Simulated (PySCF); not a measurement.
## Spinor energies of Tb³⁵⁺ (terbium, charge +35)

Start: [Ar] 3d10 4s2. Calculated with PySCF 2.14 in an uncontracted even-tempered set (17 s from 3.7 bohr⁻², ratio 2.8; 13 p from 4.8 bohr⁻², ratio 2.8; 8 d from 8.6 bohr⁻², ratio 2.8; 4 f from 20 bohr⁻², ratio 3): generalised Hartree-Fock with the X2C-1e Hamiltonian and a Gaussian nucleus; one run each with spin-orbit coupling (SO) switched off, then screened by Boettger's factors.

```
spinor shell  electrons  ε, spin-free (eV)  ε, screened SO (eV)  weight of nominal j (screened SO)  rms radius, screened SO (bohr)
       1s1/2          2           -53718.4             -53708.9                              1.000                          0.0245
       2s1/2          2           -10215.5             -10212.8                              1.000                          0.0988
       2p1/2          2            -9235.5              -9764.7                              1.000                          0.0845
       2p3/2          4            -9235.5              -9010.6                              1.000                          0.0909
       3s1/2          2            -3352.7              -3352.0                              1.000                           0.252
       3p1/2          2            -3041.7              -3157.5                              1.000                           0.243
       3p3/2          4            -3041.7              -2992.1                              1.000                           0.255
       3d3/2          4            -2650.6              -2672.0                              1.000                           0.226
       3d5/2          6            -2650.6              -2636.0                              1.000                           0.229
       4s1/2          2            -1548.0              -1547.9                              1.000                           0.534
```

| quantity | spin-free | screened SO |
| --- | --- | --- |
| E (hartree) | -10993.74937 | -11001.56665 |
| M_J | 0 | 0 |
| ⟨J²⟩ | 0.000 | 0.000 |
| ⟨L²⟩ | 0.000 | 0.035 |
| ⟨S²⟩ | 0.000 | 0.035 |

Breit and QED terms are absent; they matter most for the inner s and p1/2 levels.

Densities and radii are taken from the X2C orbitals without a picture-change correction, which distorts them close to the nucleus.

Without spin-orbit coupling the j labels of p, d and f shells carry no meaning; the spin-free column gives the mean over the occupied spinors of each nl shell.
